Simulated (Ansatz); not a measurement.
Geometry optimisation, RKS BLYP/def2-SVP in Ansatz.

input.yaml

```yaml
crystal:
  periodic: [false, false, false]
  atoms:
    - { symbol: Sn, position_ang: [0.0, 0.0, 0.0] }
    - { symbol: Cl, position_ang: [1.5152, 0.0, 2.1251] }
    - { symbol: H, position_ang: [1.9164, 0.0, 0.3021] }
    - { symbol: Cl, position_ang: [-1.1351, 1.9666, -0.8025] }
    - { symbol: H, position_ang: [-0.8195, -1.4198, -0.5794] }
basis:
  gaussian: { orbitals: def2-SVP }
hamiltonian:
  xc: blyp
relax:
  f_tol: 0.15
  max_steps: 25
  restrain:
    - { distance: [1, 2], at: 1.37, k: 30.0 }
    - { distance: [0, 1], at: 3.61, k: 30.0 }
    - { distance: [0, 2], at: 2.94, k: 30.0 }
```

Launched with:

```bash
$ ansatz run input.yaml --threads 1 --pin off --max-ram 2048MiB --backend cpu --events-out ev --progress --plain --runs-dir out
```

Q: Where does it end, and by what steps?

A: The forces met the threshold. The restraints hold the end off the free minimum. After 7 steps the energy has fallen by 1.533 eV (the restraints' own energy left out); H3 moved furthest, 0.81 Å. Parted: Sn1–Cl2 (2.61 → 3.61 Å), Sn1–H3 (1.94 → 2.94 Å). Joined: Cl2–H3 (1.87 → 1.34 Å).

| step | energy less start (eV) | largest force component (eV/Å) | accepted |
| --- | --- | --- | --- |
| 0 | 0.0000 | 2.603 | yes |
| 1 | 0.6292 | 4.425 | yes |
| 2 | 1.0427 | 5.093 | yes |
| 3 | 0.5695 | 4.881 | yes |
| 4 | -0.7375 | 2.706 | yes |
| 5 | -1.2776 | 1.168 | yes |
| 6 | -1.4802 | 1.065 | yes |
| 7 | -1.5327 | 0.874 | yes |

```xyz
5
Properties=species:S:1:pos:R:3
Sn -0.009 -0.032 -0.772
Cl 1.983 -0.160 2.233
H 2.348 0.136 0.978
Cl -1.526 1.873 -0.877
H -1.319 -1.270 -0.517
```

Run time: 8.2 s on 1 thread of Intel(R) Xeon(R) 6975P-C (Granite Rapids) (shared host), peak memory 0.14 GiB.
